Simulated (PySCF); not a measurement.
How methods differ on the excitation energy of Tl²⁺

Tl²⁺ [Xe] 4f14 5d10 6s1 (2S) → Tl²⁺ [Xe] 4f14 5d10 6p1 (2P), as a difference of total energies. Calculation: PySCF 2.14, in x2c-TZVPPall with one added diffuse shell each of s, p, d, f type (12s8p7d4f, 99 functions); scalar relativity by spin-free X2C-1e. Correlated levels: valence and next inner shell: [Kr] 4d10 4f14 frozen. The calculations carry no spin-orbit coupling.

| method | excitation energy (cm⁻¹) |
| --- | --- |
| UHF | 70766 |
| LDA | 76436 |
| PBE | 74895 |
| PBE0 | 74408 |
| r2SCAN | 75468 |
| MP2 (valence and next inner shell) | 75804 |
| SCS-MP2 (valence and next inner shell) | 75179 |

A first-order spin-orbit estimate (lowest level to lowest level, LS coupling) adds -0.965 eV.
